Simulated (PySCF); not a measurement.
Ligand exchange on a metal centre used in film growth or etching (Y Cl-OH). Gas-phase values, no solvent. One relaxed conformer stands for each flexible species; it need not be the lowest.

The LUMO from two functionals at the same geometries (r2SCAN-D4/def2-SVP), both in PySCF: PBE-D3(BJ)/def2-TZVP and B3LYP-D3(BJ)/def2-TZVP. B3LYP has the VWN-RPA correlation part, as in Gaussian. 

```csv
species,B3LYP-D3(BJ)/def2-TZVP (eV)
0 of 3 Cl replaced by OH,-3.28
1 of 3 Cl replaced by OH,-2.75
2 of 3 Cl replaced by OH ([Y(Cl)(OH)2]),-2.22
```

Task: What does PBE-D3(BJ)/def2-TZVP give for each?

Result: 
- 0 of 3 Cl replaced by OH: -3.69
- 1 of 3 Cl replaced by OH: -3.17
- 2 of 3 Cl replaced by OH ([Y(Cl)(OH)2]): -2.63
Over these rows, drawn at random from the members with no instability flagged (it was tested for open shells, ions and some series alone), PBE minus B3LYP-D3(BJ): mean -0.41 eV, from -0.41 eV to -0.41 eV.
